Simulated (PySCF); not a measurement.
## Assigning NMR signals

Structure with atom numbers: `[CH3:1][c:2]1[cH:3][p:4]([CH:5]2[CH2:6][CH2:7]2)[cH:8][c:9]1[CH3:10]`. Hydrogens are named by the atom that carries them. Ha(C6), Ha(C7) are cis to P4 on the ring; Hb(C6), Hb(C7) are trans to P4 on the ring.

Computational details: GFN2-xTB structure, PBE0/pcSseg-1 with gauge-including orbitals, in PySCF 2.14.0 with density-fitted response routines (no solvent model, fast rotation and ring inversion assumed for equivalent nuclei, one conformer, non-relativistic).

Shifts are taken against calculated references (same method and geometry level): TMS for 13C (186.93 ppm), 1H (31.72 ppm).

Q: Assign these signals to the numbered atoms. 13C{1H} NMR (computed): δ 155.2, 142.0, 20.4, 12.2, 5.4.

A: 
155.2 → C2/C9, unsaturated ring carbon
142.0 → C3/C8, unsaturated ring CH
20.4 → C1/C10, methyl carbon on an unsaturated ring: saturated and bonded to C and H only
12.2 → C5, three-membered-ring carbon: carbons of three-membered rings are unusually shielded
5.4 → C6/C7, three-membered-ring carbon

Q: Assign these signals to the numbered atoms. 1H NMR (500 MHz, computed): δ 6.70 (m, 2H), 2.23 (s, 6H), 0.69 (m, 2H), 0.49 (m, 2H), 0.16 (m, 1H).

A: 
6.70 → H(C3)/H(C8), hydrogen on a unsaturated ring CH
2.23 → H(C1)/H(C10), hydrogen on a methyl carbon on an unsaturated ring
0.69 → Hb(C6)/Hb(C7), hydrogen on a three-membered-ring carbon: cyclopropane-type protons are shielded by the ring
0.49 → Ha(C6)/Ha(C7), hydrogen on a three-membered-ring carbon
0.16 → H(C5), hydrogen on a three-membered-ring carbon

Splittings by 31P in the carbon and heteronuclear signals aren't shown, as no couplings were computed. Shifts are as computed. Against solution values, carbons near 30 ppm lie about +3 ppm off and those near 130 ppm about +5 ppm. Of 1211 compounds with measured shifts, 218 miss one by over three times the rms of a fit or turn the order of signals round; such compounds aren't used in these exercises. Multiplicities follow the n + 1 count of equivalent neighbours, as no J values were calculated; m marks all less simple cases, F and P coupling included.
